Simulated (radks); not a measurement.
Results of a calculation; reference values are marked as such.
The krypton ion Kr7+ is in [Ar] 3d10 4s1. Level of theory: non-relativistic Kohn-Sham, PBE, spin-polarised, spherical densities, point nucleus (a radial shooting solver on a logarithmic mesh with Libxc functionals). Open shells are filled with parallel spins first. One electron is removed from 3s, 3p, 3d, 4s in turn, with full relaxation. Which removal costs least, and what does each cost?

Answer. 4s 125.33 eV; 3d 212.58 eV; 3p 322.60 eV; 3s 383.94 eV. The 4s electron leaves first.
